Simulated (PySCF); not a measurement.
C4H8OS, SMILES C(CCCS)=O.

Geometry: PBE-D3(BJ)/def2-SVP. The values are those of a single conformer.

Vertical ionisation energy (IE) and electron affinity (EA) in eV. Rows of orbital energies are one-electron estimates. Where ΔSCF, EOM or ADC give a negative EA the extra electron is unbound and the value depends on the basis.

| level | IE | EA |
|---|---|---|
| −ε(HOMO), −ε(LUMO), CAM-B3LYP/def2-TZVP (PySCF) | 8.36 | -0.33 |
| −ε(HOMO), −ε(LUMO), PBE/def2-TZVP (PySCF) | 5.72 | 2.09 |
